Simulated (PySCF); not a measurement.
Compound: CH₃BCl₄Si.
Bonds: Cl1–B2, B2–Cl3, B2–Si4, Si4–C5, C5–Cl6, C5–Cl7. Hydrogens: H8, H9 on Si4; H10 on C5.

A GFN2-xTB structure with every atom displaced at random (by about 0.01 Å) was refined with PySCF 2.14.0, PBE0-D3(BJ)/def2-SVP geometry optimisation, gas phase. Values at the start:

```tsv
coordinate	start
Cl1–B2	1.727 Å
B2–Si4	2.036 Å
Si4–C5	1.921 Å
Si4–H8	1.460 Å
Si4–H9	1.441 Å
C5–Cl6	1.784 Å
C5–Cl7	1.783 Å
C5–H10	1.071 Å
Cl1–B2–Cl3	118.0°
Cl1–B2–Si4	120.3°
B2–Si4–C5	107.6°
Cl3–B2–Si4	121.6°
Si4–C5–Cl6	107.3°
Si4–C5–Cl7	109.6°
Cl6–C5–Cl7	109.4°
Cl1–B2–Si4–C5	-27°
```

How do these coordinates change at the PBE0-D3(BJ)/def2-SVP level?

| coordinate | PBE0-D3(BJ)/def2-SVP (Å or °) | change |
| --- | --- | --- |
| Si4–H9 | 1.496 | +0.055 |
| Si4–H8 | 1.489 | +0.029 |
| C5–H10 | 1.098 | +0.027 |
| Cl1–B2 | 1.749 | +0.022 |
| B2–Si4 | 2.022 | -0.014 |
| Si4–C5 | 1.907 | -0.014 |
| C5–Cl6 | 1.790 | +0.006 |
| C5–Cl7 | 1.780 | -0.003 |
| Cl6–C5–Cl7 | 111.9 | +2.5 |
| Si4–C5–Cl7 | 111.0 | +1.4 |
| Cl1–B2–Cl3 | 118.9 | +0.9 |
| Cl1–B2–Si4 | 119.9 | -0.4 |
| Cl3–B2–Si4 | 121.2 | -0.4 |
| Si4–C5–Cl6 | 107.6 | +0.3 |
| B2–Si4–C5 | 107.8 | +0.2 |
| Cl1–B2–Si4–C5 | -30 | -3 |

The energy falls by 0.097 eV over 6 energy and gradient evaluations, the largest force component goes from 0.0215 to 3.9e-04 Eh/bohr, and the atoms move by 0.060 Å rms after alignment. The bond that changes most is Si4–H9 (SiH2 silicon to Si–H hydrogen), which lengthens by 0.055 Å. Bonds longer at the end by more than 0.005 Å: 6 of 9; shorter: 2. Rotational constants go from 1692, 505.2, 454.9 to 1646, 501.0, 457.2 MHz.

The run used 133 basis functions and 38 SCF cycles in all. On Arm Neoverse V2, one thread, no GPU, on a shared host, this took 53 s of wall time and 0.52 GiB of memory at its peak.

No frequency check. The numbers are those of one conformer.

Conformer computed: `[Cl:1][B:2]([Cl:3])[SiH2:4][CH:5]([Cl:6])[Cl:7]`: Cl1–B2–Si4–C5 -30°, B2–Si4–C5–Cl6 -60°.
